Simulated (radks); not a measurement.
Numerical settings for the ytterbium ion Yb+, [Xe] 4f14 6s1. Calculated with a radial shooting solver on a logarithmic mesh with Libxc functionals: Dirac Kohn-Sham, PBE, spin-unpolarised, spherical densities, finite nucleus; Fermi nuclear charge, rms radius 5.3108 fm. The defaults (mesh step 0.008 in ln r, mesh end at 40 bohr or more with all orbitals vanishing there, Anderson mixing 0.5 over 9 steps, residual threshold near 1e-9 with the energy settled to 1e-9 hartree or 1e-11 of itself, here a cap of 53 iterations) give E = -14074.0432 hartree and 4f7/2 at -9.157 eV in 18 iterations. Run on one thread of a shared host, so times are rough (Arm Neoverse V1): 0.2 s of CPU time, 0.2 s wall, 18 iterations on 2360 mesh points. Changes against that run (0 stands for a change within the tolerance of the run):

setting,iterations,converged,E (mhartree),e(4f7/2) (meV),CPU (s)
mesh step in ln r 0.02,18,yes,0,0,0.09
mesh step in ln r 0.012,18,yes,0,0,0.14
mesh step in ln r 0.03,18,yes,-0.000618,0,0.07
mesh end (bohr) 2,15,level above zero,+1.19e+04,+4.74e+04,0.13
mesh end (bohr) 8,18,yes,+2.75,+125,0.19
residual threshold 0.01,11,yes,0,-0.838,0.15
residual threshold 0.001,11,yes,0,-0.838,0.15
mixing 1,15,yes,0,0,0.18
"linear mixing, mixing 0.05",53,no,+1.11,-594,0.51
"linear mixing, mixing 0.2",53,no,0,-0.012,0.45
mixing history 20,25,yes,0,0,0.25
iteration cap 2,2,no,+1.89e+03,-3.34e+04,0.03

Settled on a wrong energy, with an occupied level pushed above zero by the early mesh end: mesh end (bohr) 2 (+11.9 hartree). Apart from these: settings that end as converged yet miss the energy by more than 1 mhartree: mesh end (bohr) 8 (+0.00275 hartree). A mesh that ends early acts as a hard wall.
